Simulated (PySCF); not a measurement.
Gas-phase reaction: SnHCl₃ → SnCl₃ + H

Computed with PySCF (xtb for GFN2) and rigid-rotor harmonic-oscillator thermochemistry at 1 bar. † marks an energy on the PBE0/def2-TZVP geometry and frequencies; other levels use their own. MP2 freezes the core. Open shells (unrestricted): SnCl₃ (multiplicity 2), H (multiplicity 2); the rest are closed-shell singlets. GFN2 has no spin-polarisation term. Sn: scalar-relativistic def2 core potential, no spin-orbit coupling. SnHCl₃, SnCl₃: computed as isolated molecules; such fragments, hydroxides, amides, oligomers or adducts are transient or little studied in the gas. MP2 isn't extrapolated to the basis-set limit.

MP2/def2-TZVPP† gives ΔH°(298 K) = 288 kJ.

### Question
What do GFN2-xTB, MP2/def2-SVP†, ωB97X-V/def2-TZVP† give?

### Answer
GFN2-xTB: 217 kJ; MP2/def2-SVP†: 277 kJ; ωB97X-V/def2-TZVP†: 297 kJ. For scale, ΔH°(298 K) is 288 kJ at this level, 291 kJ at ωB97M-V/def2-TZVP†, and runs from 217 to 301 kJ over the 17 levels computed.
